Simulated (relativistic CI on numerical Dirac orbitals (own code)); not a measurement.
Pt5+: L2,3 absorption edge

Computed with this model: Dirac-Coulomb-Breit CI, KLI orbitals optimised for each configuration, model QED, valence Slater integrals scaled by 0.8, multiplet model of core-to-valence dipole absorption; configurations [Xe] 4f14 5d5 → [He] 2s2 2p5 3s2 3p6 3d10 4s2 4p6 4d10 4f14 5s2 5p6 5d6; 300 K; Lorentzian 5 eV and Gaussian 1 eV FWHM. Energies are those of the free ion, without screening or charge transfer. The branching ratio is the share of the lower-energy edge in the whole absorption, uncertain by about 0.02 where the edges overlap. S is read from ⟨S²⟩ = S(S + 1).

Field parameters in Wybourne normalisation: D4h B²₀ = −7Ds, B⁴₀ = 21(Dq − Dt), B⁴₄ = 21√(5/14) Dq. The field is a parameter set, without covalency.

Case D4h, 10Dq = 29350, Ds = -1500, Dt = -50 cm⁻¹, the dichroism is that of the ground state at zero temperature, magnetised by exchange field 10 meV on Sz. The dichroism I(Δm = −1) − I(Δm = +1), over the sum of the three polarisations, integrates to -0.0684 on the lower edge and -0.0094 on the upper edge. The branching ratio is 0.901.

(1) Use the orbital sum rule with 5 holes to get ⟨Lz⟩.

Answers

(1) For a p → d edge ⟨Lz⟩ = 2 × n_h × (sum of both integrals) in this sign convention = -0.78; the ground state itself has ⟨Lz⟩ = -0.78 and ⟨Sz⟩ = -0.32. The rule assumes one radial integral for both edges, which relativistic orbitals only approach.
